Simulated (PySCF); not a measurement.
Isomers of C5H9NSi, one conformer each; single-point electronic energies without zero-point terms and without any empirical dispersion term.

Level: PBE0/pcSseg-1 in PySCF, non-relativistic, each on one gas-phase PBE0-D3(BJ)/def2-SVP geometry that isn't relaxed in the solvent. The solvent is an IEF-PCM continuum (cavity from Bondi-type radii × 1.2). The model holds no explicit solvent molecules, cavitation or dispersion.

```json
{"isomer": "`C[SiH2]n1cccc1`", "relative energy, gas (kcal/mol)": "0.0", "dipole (D)": "2.00"}
{"isomer": "`CC1=CC=C[Si@@H]1N`", "relative energy, gas (kcal/mol)": "13.2", "dipole (D)": "1.52"}
{"isomer": "`[H]/N=C\\[C@H]1C=CC[SiH2]1`", "relative energy, gas (kcal/mol)": "33.5", "dipole (D)": "2.85"}
{"isomer": "`N#CC[C@@H]1CC[SiH2]1`", "relative energy, gas (kcal/mol)": "34.2", "dipole (D)": "4.29"}
{"isomer": "`C=N[Si@@H](C)C#CC`", "relative energy, gas (kcal/mol)": "42.6", "dipole (D)": "1.08"}
{"isomer": "`C#C[C@@H]1CC[Si@H]1N`", "relative energy, gas (kcal/mol)": "45.0", "dipole (D)": "2.03"}
{"isomer": "`C([C@@H]1N[SiH2]CC1)#C`", "relative energy, gas (kcal/mol)": "45.4", "dipole (D)": "0.43"}
{"isomer": "`C#C[Si]1(NC)CC1`", "relative energy, gas (kcal/mol)": "61.3", "dipole (D)": "1.36"}
```

How do the relative energies look in chloroform (ε = 4.711)?

```tsv
isomer	relative energy, solvent (kcal/mol)	E(solvent) − E(gas) (kcal/mol)	dipole in solvent (D)
`C[SiH2]n1cccc1`	0.0	-3.0	2.46
`CC1=CC=C[Si@@H]1N`	13.0	-3.2	1.84
`[H]/N=C\[C@H]1C=CC[SiH2]1`	32.2	-4.2	3.41
`N#CC[C@@H]1CC[SiH2]1`	32.6	-4.6	5.15
`C=N[Si@@H](C)C#CC`	41.4	-4.2	1.32
`C#C[C@@H]1CC[Si@H]1N`	43.4	-4.5	2.48
`C([C@@H]1N[SiH2]CC1)#C`	45.3	-3.1	0.52
`C#C[Si]1(NC)CC1`	60.8	-3.5	1.58
```

The order is unchanged. Conformers: `[CH3:1][SiH2:2][n:3]1[cH:4][cH:5][cH:6][cH:7]1` with C1–Si2–N3–C4 -123°; `[CH3:1][C:2]1=[CH:3][CH:4]=[CH:5][Si@@H:6]1[NH2:7]` with C5–Si6–N7–H 166° and -50°; `[H]/[N:1]=[CH:2]\[C@H:3]1[CH:4]=[CH:5][CH2:6][SiH2:7]1` with N1–C2–C3–C4 -17°, C2–C3–C4–C5 110°, C4–C5–C6–Si7 8°, C5–C6–Si7–C3 -12°, C2–C3–Si7–C6 -109°; `[N:1]#[C:2][CH2:3][C@@H:4]1[CH2:5][CH2:6][SiH2:7]1` with C2–C3–C4–C5 175°, C3–C4–C5–C6 -151°, C4–C5–C6–Si7 24°, C5–C6–Si7–C4 -19°, C3–C4–Si7–C6 140°; `[CH2:1]=[N:2][Si@@H:3]([CH3:4])[C:5]#[C:6][CH3:7]` with C1–N2–Si3–C4 124°; `[CH:1]#[C:2][C@@H:3]1[CH2:4][CH2:5][Si@H:6]1[NH2:7]` with C5–Si6–N7–H -160° and 46°, C2–C3–C4–C5 -151°, C3–C4–C5–Si6 26°, C4–C5–Si6–N7 -144°, C2–C3–Si6–C5 142°; `[CH:1]#[C:2][C@H:3]1[CH2:4][CH2:5][SiH2:6][NH:7]1` with C2–C3–C4–C5 79°, C3–C4–C5–Si6 36°, C4–C5–Si6–N7 -16°, C5–Si6–N7–C3 -10°; `[CH:1]#[C:2][Si:3]1([NH:4][CH3:5])[CH2:6][CH2:7]1` with C2–Si3–N4–C5 -69°. The gains span 1.6 kcal/mol, the gas-phase energies 61.3 kcal/mol.
